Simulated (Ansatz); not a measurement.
AlBrH5NSi (`[AlH2][NH][SiH2]Br`), charge 0, multiplicity 1.

**Question.** Give a relaxed structure at PBE0-D4/def2-TZVP (the Gaussian-basis code of Ansatz). (Estimate.)

**Answer.** The calculation gave: 
Z-matrix (Å, degrees):
```
Si
N 1 1.708
Br 1 2.236 2 112.4
H 1 1.481 2 112.2 3 118.0
H 1 1.479 2 108.3 3 -117.9
Al 2 1.790 1 128.4 3 103.0
H 2 1.013 1 114.7 3 -71.8
H 6 1.578 2 117.3 1 3.6
H 6 1.581 2 117.2 1 -177.2
```
This is one stationary point; other conformers may exist.
